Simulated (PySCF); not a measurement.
1,3-thiazol-4-ylsilane (C3H5NSSi), SMILES [SiH3]c1cscn1. Heavy atoms are numbered as in [SiH3:1][c:2]1[cH:3][s:4][cH:5][n:6]1. Hydrogens are named by the atom that carries them.

Coordinates come from a TPSSh-D3(BJ)/def2-SVP optimisation.

Computed with PySCF with B3LYP/pcSseg-1.

GIAO shieldings, no solvent; atoms alike by connectivity are averaged. δ = σ(ref) − σ: ²⁹Si against TMS (σ = 338.7 ppm); ¹³C against TMS (σ = 181.3 ppm); ³³S against H2S (σ = 695.8 ppm); ¹⁵N against NH3 (σ = 265.5 ppm); ¹H against TMS (σ = 31.68 ppm), references at their B3LYP-D3(BJ)/def2-TZVP geometries, non-relativistic.

Problem. Estimate the chemical shifts. (The exact figures need the calculation; the answer reports its results.)

Solution. 
```csv
nucleus,atoms,count,δ (ppm)
²⁹Si,Si1 (SiH3),1,-77.6
¹³C,C5 (CH),1,163.3
¹³C,C2,1,158.2
¹³C,C3 (CH),1,141.8
³³S,S4,1,516.3
¹⁵N,N6,1,388.4
¹H,H on C5,1,8.80
¹H,H on C3,1,7.81
¹H,H on Si1,3,4.71
```
